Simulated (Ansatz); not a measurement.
System: SnO2H3, charge 0, doublet. SnO2H3 (SMILES [O][SnH2][OH], doublet).
B3LYP-D3(BJ)/def2-TZVP minimum from Ansatz (a first-principles code):
```
Sn
O 1 1.9716
H 2 0.9631 1 113.73
H 1 1.6982 2 104.16 3 168.19
O 1 2.0020 4 109.92 2 115.86
H 1 1.7083 4 119.37 2 -125.01
```
Charge 0, spin multiplicity 2.

Total energies in hartree (Ansatz). Open shells are spin-unrestricted; no spin-orbit coupling. Correlated methods leave the cores frozen (noble-gas shells, and filled d and f shells in the p block). Past Kr the def2 sets carry scalar-relativistic core potentials. For partners of very few electrons the exact lower level stands in for a higher one. Spin-orbit terms, left out, reach several kcal/mol for Br and I, and more for heavier atoms.

```tsv
species	HF/def2-TZVPP	CCSD(T)/def2-TZVPP	HF/def2-QZVPP	CCSD(T)/def2-QZVPP	CCSD(T)/def2-SVP	CCSDT(Q)/def2-SVP
1: SnO2H3 (SMILES [O][SnH2][OH], doublet)	-364.85505	-365.44417	-364.86518	-365.49811	-365.10009	-365.10240
2: Sn (triplet)	-213.33992	-213.39742	-213.34066	-213.40091	-213.38486	-213.38510
3: O (triplet)	-74.81563	-74.97674	-74.81863	-74.99407	-74.83747	-74.83766
4: H (doublet)	-0.49981	-0.49981	-0.49998	-0.49998	-0.49928	-0.49928
```

**Question.** Work out the atomisation energy (electronic, to ground-state atoms) in kcal/mol: take Hartree-Fock from def2-QZVPP, extrapolate the CCSD(T) correlation energy as X^-3 (X = 3, 4), and add CCSDT(Q) - CCSD(T) in def2-SVP. 1 hartree = 627.51 kcal/mol.

**Answer.** 
Species 1: correlation (64·(-0.63293) - 27·(-0.58912))/37 = -0.66490; step -0.00231; E1 = -364.86518 + (-0.66490) + (-0.00231) = -365.53239
Species 2: correlation (64·(-0.06025) - 27·(-0.05750))/37 = -0.06226; step -0.00024; E2 = -213.34066 + (-0.06226) + (-0.00024) = -213.40316
Species 3: correlation (64·(-0.17544) - 27·(-0.16111))/37 = -0.18590; step -0.00019; E3 = -74.81863 + (-0.18590) + (-0.00019) = -75.00472
Species 4: correlation (64·(0.00000) - 27·(0.00000))/37 = 0.00000; step +0.00000; E4 = -0.49998 + (0.00000) + (+0.00000) = -0.49998
-1·E1 +1·E2 +2·E3 +3·E4 = 0.61985 hartree = 389.0 kcal/mol.
